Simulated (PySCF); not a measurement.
Compound: CH8N2Si.
Bonds: C1–N2, N2–Si3, Si3–N4. Hydrogens: H5, H6, H7 on C1; H8 on N2; H9, H10 on Si3; H11, H12 on N4.

Torsions of this conformer, `[CH3:1][NH:2][SiH2:3][NH2:4]`: C1–N2–Si3–N4 -153°, H–N4–Si3–N2 -149°, H–N4–Si3–N2 62°.

The closed-shell ground state was solved at several levels (PySCF, density fitting, gas phase, non-relativistic). Isolated species at its PBE0-D3(BJ)/def2-SVP geometry (one conformer only).

| level | basis functions | HOMO (eV) | LUMO (eV) | gap (eV) | dipole (D) |
| --- | --- | --- | --- | --- | --- |
| CAM-B3LYP/def2-SVPD | 148 | -8.02 | 1.30 | 9.32 | 0.85 |
| HF/pcSseg-2 | 263 | -9.97 | 2.79 | 12.76 | 0.80 |

(1) Estimate the row for PBE0/pcSseg-1, a basis of 115 functions; the other rows only guide the guess.

(2) Over all these levels, which gives the widest orbital gap and which the narrowest?

(3) How far do the dipole and the HOMO energy spread over the levels?

Answers

(1) HOMO -6.54 eV, LUMO 1.29 eV, gap 7.83 eV, dipole 0.97 D.

(2) HF/pcSseg-2 (Hartree–Fock, all exact exchange) has the widest, 12.76 eV, and PBE0/pcSseg-1 (global hybrid, 25 % exact exchange) the narrowest, 7.83 eV. Functional and basis both differ between the two, so the spread mixes both effects. The HOMO need not be the same orbital at Hartree–Fock and at DFT levels.

(3) The dipole runs from 0.80 to 0.97 D (mean 0.87 D) and the HOMO from -9.97 to -6.54 eV.
